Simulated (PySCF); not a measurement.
A side-by-side comparison of computed properties.

First species: C7H9PS.
SMILES: `C1(CC1)c1c(C)pcs1`

Second species: C₇H₉PS.
Structure used (GFN2-xTB), in Å, numbered top down from 1:
```
atom  x, y, z in Å
C1     2.0309    1.9769   -0.0777
C2     0.9543    1.5004   -0.6852
C3    -0.3865    2.1644   -0.6392
P4     1.0158   -0.0040   -1.7410
C5     0.0271   -1.0915   -0.6726
C6    -1.1781   -1.6512   -0.9843
C7    -1.7194   -2.4251    0.0639
C8    -0.9191   -2.4452    1.1605
S9     0.5110   -1.5216    0.9436
H10    2.9903    1.4904   -0.1434
H11    1.9938    2.8826    0.5077
H12   -1.1421    1.4681   -0.2732
H13   -0.3688    3.0389    0.0072
H14   -0.6818    2.4712   -1.6431
H15    2.2542   -0.4373   -1.2545
H16   -1.6536   -1.5149   -1.9399
H17   -2.6594   -2.9443    0.0024
H18   -1.0774   -2.9516    2.0922
```

Levels: PBE0/pcSseg-1 for dipole moment, HOMO energy, LUMO energy and HOMO–LUMO gap; GFN2-xTB for rotational constant A and rotational constant C. Geometries: GFN2-xTB. Each structure is a single optimised conformer of the isolated species, non-relativistic unless stated. Electronic properties by PySCF.

The conformers computed, where there is a choice (atom-mapped SMILES and torsion angles):
- `[CH3:1][c:2]1[p:3][cH:4][s:5][c:6]1[CH:7]1[CH2:8][CH2:9]1`: S5–C6–C7–C8 34°
- `[CH2:1]=[C:2]([CH3:3])[PH:4][c:5]1[cH:6][cH:7][cH:8][s:9]1`: C1–C2–P4–C5 112°, C2–P4–C5–C6 117°

Task: Which of the two has the higher rotational constant C, and by how much?

Result: The second: 0.752 GHz against 0.705 GHz, a difference of 0.047 GHz.

Task: Which of the two has the higher dipole moment, and by how much?

Result: The first: 2.17 D against 1.21 D, a difference of 0.96 D.

Task: Which has the higher HOMO–LUMO gap?

Result: The second: 6.00 eV against 5.27 eV, a difference of 0.73 eV.

Task: Which has the higher rotational constant A?

Result: The second: 2.193 GHz against 2.055 GHz, a difference of 0.138 GHz.

Task: Which of the two has the higher LUMO energy, and by how much?

Result: The second: -0.88 eV against -1.20 eV, a difference of 0.32 eV.

Task: Which of the two has the higher HOMO energy, and by how much?

Result: The first: -6.47 eV against -6.88 eV, a difference of 0.41 eV.

On the first: A dipole of 2.17 D is allowed in Cs, and pure rotational transitions are dipole-allowed. The dipole equals about 7.2 × 10⁻³⁰ C·m (1 D = 3.33564 × 10⁻³⁰ C·m).

On the second: A dipole of 1.21 D is allowed in C1, and pure rotational transitions are dipole-allowed. The dipole equals about 4.0 × 10⁻³⁰ C·m (1 D = 3.33564 × 10⁻³⁰ C·m).
